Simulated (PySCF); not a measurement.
This PySCF input asks for the NMR shieldings of SMILES [C@H]1(B(Cl)Cl)CCCCCS1, C$_{6}$H$_{11}$BCl$_{2}$S; the geometry comes from GFN2-xTB.

```python
import basis_set_exchange as bse
import numpy as np
from pyscf import gto, dft
from pyscf.prop import nmr

atoms = """
Cl    2.371924    0.703455    2.135968
B     2.609503    0.853312    0.423061
Cl    3.952202    1.788973   -0.135301
C     1.597470    0.188830   -0.586877
C     0.884062   -1.102375   -0.208957
C    -0.482001   -1.300000   -0.877650
C    -1.657481   -0.931881    0.030680
C    -1.917206    0.567147    0.162348
C    -0.731523    1.370873    0.677194
S     0.495610    1.693127   -0.632932
H     1.960119    0.131850   -1.614215
H     1.556412   -1.913883   -0.497938
H     0.771730   -1.155561    0.875411
H    -0.586624   -2.351758   -1.148950
H    -0.531962   -0.716929   -1.798394
H    -1.487632   -1.358904    1.022002
H    -2.564589   -1.390006   -0.369879
H    -2.752340    0.712543    0.852366
H    -2.214094    0.972516   -0.807269
H    -0.226907    0.890831    1.512572
H    -1.055593    2.364786    0.986289
"""
names = dict.fromkeys(["Cl", "B", "C", "S", "H"], "pcSseg-1")
basis = {el: gto.basis.parse(bse.get_basis(n, elements=[el], fmt="nwchem")) for el, n in names.items()}
mol = gto.M(atom=atoms, basis=basis, charge=0, verbose=0)
mf = dft.RKS(mol, xc="PBE0")
mf.grids.level = 2
mf.grids.alignment = dft.numint.BLKSIZE   # the property module wants whole blocks of grid points
mf.conv_tol = 1e-9
mf.kernel()

calc = nmr.RKS(mf)   # GIAO
C = mf.mo_coeff
Co = C[:, mf.mo_occ > 0]
resp = mf.gen_response(singlet=True, hermi=2)
def vind(x):   # induced exchange potential for any number of trial vectors
    d = np.einsum("pi,xij,qj->xpq", C, 2 * x.reshape(-1, C.shape[1], Co.shape[1]), Co, optimize=True)
    return np.einsum("xpq,pi,qj->xij", resp(d - d.transpose(0, 2, 1)), C, Co, optimize=True).ravel()
mo1, _ = nmr.rhf.solve_mo1(calc, with_cphf=vind)
sigma = calc.kernel(mo1)
for i, s in enumerate(sigma):   # ppm
    print("%2d %-2s %9.2f" % (i, mol.atom_pure_symbol(i), np.trace(s) / 3))
```

Task: Give the expected output.

Result: 
```
 0 Cl    777.11
 1 B      57.13
 2 Cl    756.09
 3 C     139.79
 4 C     153.82
 5 C     158.43
 6 C     151.41
 7 C     151.13
 8 C     152.39
 9 S     511.18
10 H      28.99
11 H      29.36
12 H      30.10
13 H      29.80
14 H      29.92
15 H      30.65
16 H      29.76
17 H      29.65
18 H      30.17
19 H      29.08
20 H      29.25
```

These numbers come from an equivalent density-fitted implementation of the same equations, which agrees with the script to about 0.01 ppm for H and up to a few tenths of a ppm for heavy atoms, so last digits may differ.

Size and cost of the density-fitted run: 246 basis functions, 58 s wall time on 1 thread of an x86-64 server CPU, shared host.
